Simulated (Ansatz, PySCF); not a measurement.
YOCl, SMILES [O]=[Y][Cl]. Atoms are numbered in the order given.

```xyz
3

Y      0.1712    -0.4776     0.0000
O     -1.3576    -1.4212     0.0000
Cl     0.0143     2.0193     0.0000
```

Geometry: PBE0-D3(BJ)/def2-TZVP. The def2 effective core potentials stand for the cores of Y; spin–orbit coupling is left out.

Two levels are set side by side: PBE-D3(BJ)/def2-TZVP (Ansatz, an electronic-structure program) and PBE0-D3(BJ)/def2-TZVP (Ansatz). Each level has its own optimised geometry; the coordinates shown are those of the second. Frequencies come from the Hessian of PySCF at each geometry. Differences are taken from unrounded values.

```tsv
quantity	PBE0-D3(BJ)	PBE-D3(BJ)	PBE-D3(BJ) minus PBE0-D3(BJ)
mean bond length (Å)	2.149	2.159	0.010
bond Y1–O2 (Å)	1.797	1.817	0.021
bond Y1–Cl3 (Å)	2.502	2.501	-0.001
highest harmonic wavenumber (cm⁻¹)	876	834	-42
mean harmonic wavenumber (cm⁻¹)	447	432	-15
zero-point energy (kcal/mol)	1.92	1.85	-0.07
```

Exact exchange shortens and stiffens bonds; PBE has none. Differences between two approximate levels are no errors against the true value.
